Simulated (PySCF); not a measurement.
**Nuclear quadrupole coupling in 3-tert-butylthiophene**

Species: 3-tert-butylthiophene, C8H12S.
Z-matrix (Å and degrees, GFN2-xTB geometry), rows numbered from 1:
```
C 
C   1  1.5338
C   2  1.5338  1  109.72
C   2  1.5297  1  108.96  3  -119.21
C   2  1.5104  1  108.90  3   119.09
C   5  1.4237  2  123.00  1   -59.83
C   6  1.3537  5  113.30  2  -179.96
S   7  1.7187  6  111.99  5    -0.01
C   5  1.3593  2  125.96  1   120.20
H   1  1.0880  2  110.20  3    61.97
H   1  1.0880  2  110.30  3  -178.21
H   1  1.0868  2  111.01  3   -58.07
H   3  1.0878  2  110.28  1   178.19
H   3  1.0867  2  111.01  1    58.05
H   3  1.0880  2  110.23  1   -62.02
H   4  1.0873  2  110.75  1   -59.61
H   4  1.0878  2  109.87  1    59.93
H   4  1.0873  2  110.74  1   179.47
H   6  1.0752  5  123.89  2     0.05
H   7  1.0719  6  128.47  5   179.99
H   9  1.0707  5  128.99  2    -0.01
```

Field gradients from the PBE0/pcSseg-1 density (PySCF, non-relativistic), principal values in atomic units, ordered |Vxx| ≤ |Vyy| ≤ |Vzz|:

```csv
atom,Vxx,Vyy,Vzz
S8,-0.3765,-1.4443,1.8208
```

Find the asymmetry η = (Vxx − Vyy)/Vzz and the couplings χ = eQV/h (234.96 MHz × Q in barn × V in au), with Q(33S) = −0.0678 b.

```json
{"atom": "S8", "environment": "thiophene-type sulfur", "nucleus": "33S", "η": "0.59", "χzz (MHz)": "-29.01", "χxx (MHz)": "6.00", "χyy (MHz)": "23.01"}
```

What is Vzz at S8 in SI units (1 au = 9.71736 × 10²¹ V/m²)?

1.8208 au = 17.693 × 10²¹ V/m².

And the gradient at the other heavy atoms, for which no coupling is worked out here?

| atom | environment | Vzz (au) | η |
| --- | --- | --- | --- |
| C1 | methyl carbon | 0.063 | 0.16 |
| C2 | benzylic-type carbon | 0.041 | 0.44 |
| C3 | methyl carbon | 0.063 | 0.16 |
| C4 | methyl carbon | 0.051 | 0.00 |
| C5 | substituted aromatic carbon | 0.243 | 0.12 |
| C6 | aromatic CH carbon | 0.221 | 0.12 |
| C7 | aromatic CH next to a ring sulfur | -0.258 | 0.21 |
| C9 | aromatic CH next to a ring sulfur | -0.238 | 0.47 |

What couplings would deuterons (Q(2H) = 0.00286 b) have in place of the hydrogens, at this geometry?

```
atom  bonded to  bond length (Å)  Vzz (au)     η  χzz (kHz)
 H10         C1            1.088    0.3151  0.02        212
 H11         C1            1.088    0.3137  0.02        211
 H12         C1            1.087    0.3174  0.03        213
 H13         C3            1.088    0.3139  0.02        211
 H14         C3            1.087    0.3175  0.03        213
 H15         C3            1.088    0.3152  0.02        212
 H16         C4            1.087    0.3152  0.01        212
 H17         C4            1.088    0.3151  0.02        212
 H18         C4            1.087    0.3152  0.01        212
 H19         C6            1.075    0.3406  0.07        229
 H20         C7            1.072    0.3471  0.09        233
 H21         C9            1.071    0.3490  0.10        235
```

Isolated species at its GFN2-xTB geometry, gas phase. GFN2-xTB bond lengths can be off by several hundredths of an ångström, more for odd bonds, and the gradients follow them. With so small a basis the couplings can be 20 % off.
